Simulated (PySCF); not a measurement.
GaH3O2, SMILES [OH][GaH][OH]. Coordinates come from a PBE-D3(BJ)/def2-TZVP optimisation. One conformer was computed; it need not be the lowest.

These are PBE-D3(BJ)/def2-TZVP run with PySCF 2.14.0 values and carry that method's errors.

Harmonic wavenumbers (cm⁻¹): 180, 341, 373, 485, 544, 651, 678, 823, 861, 1985, 3720, 3738. Rotational constants (GHz): 17.78, 6.421, 4.717; symmetry number 1.

**Question.** Work out the zero-point energy and the ideal-gas rigid-rotor harmonic-oscillator thermochemistry at 298.15 K and 1 atm.

**Answer.** ZPE = ½ Σ hcν = ½ × 14379 cm⁻¹ = 86.01 kJ/mol. H − E(el) = 101.49 kJ/mol. Entropy in J/(mol K): translation 166.76, rotation 100.02, vibration 28.94, total 295.72. G − E(el) = 13.32 kJ/mol. Cp = 76.79 J/(mol K).
